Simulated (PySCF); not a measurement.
C3H8OSi. Atoms are numbered in the order given.

```xyz
13

O      1.8969     0.7973    -0.2978
Si     0.5280     0.1577     0.4158
C     -1.1434     0.8632    -0.1043
C     -1.6453    -0.6171    -0.1615
C     -0.2893    -1.3783    -0.3284
H      2.6996     0.8433     0.2326
H      0.7446     0.0754     1.8952
H     -1.7165     1.5533     0.5316
H     -1.0781     1.2956    -1.1169
H     -2.1191    -0.8930     0.7948
H     -2.3820    -0.8182    -0.9565
H     -0.0241    -1.4780    -1.3944
H     -0.2228    -2.3708     0.1406
```

Geometry optimised at B3LYP-D3(BJ)/def2-SVP. The values are those of a single conformer.

All values below come from PySCF with PBE/pcSseg-1.

GIAO shieldings, no solvent; atoms listed in one row are averaged. δ = σ(ref) − σ: ¹⁷O against H2O (σ = 334.3 ppm); ²⁹Si against TMS (σ = 335.4 ppm); ¹³C against TMS (σ = 182.0 ppm); ¹H against TMS (σ = 31.49 ppm), references at their B3LYP-D3(BJ)/def2-TZVP geometries, non-relativistic.

Computed chemical shifts:
```
nucleus  atoms  count  δ (ppm)
-------  -----  -----  -------
¹⁷O         O1      1     59.0
²⁹Si       Si2      1      6.3
¹³C         C5      1     27.6
¹³C         C3      1     26.3
¹³C         C4      1     18.0
¹H          H7      1     5.83
¹H         H11      1     2.36
¹H          H6      1     2.26
¹H          H9      1     1.88
¹H         H12      1     1.81
¹H          H8      1     1.74
¹H         H10      1     1.71
¹H         H13      1     1.69
```
